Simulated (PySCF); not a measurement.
Correlation energy of K²⁺ (potassium, charge +2)

[Ne] 3s2 3p5, 2P determinant. Calculation: PySCF 2.14, in def2-SVP; the non-relativistic Hamiltonian (point nucleus). Frozen: [Ne] 3s2; 5 electrons correlated.

Total MP2 correlation energy: -24.06 mhartree.

Same-spin part -7.51 and opposite-spin part -16.55 mhartree; SCS-MP2 scales them by 1/3 and 6/5 to -22.36 mhartree.

```tsv
level	correlation energy (mhartree)
CCSD	-27.56
(T)	-0.01
CCSD(T)	-27.57
```

Diagnostics: T1 = 0.00057, D1 = 0.0008, largest double amplitude 0.014.

**Question.** Is a single reference adequate?

**Answer.** Yes: T1 lies below 0.03 and no double amplitude reaches 0.07.
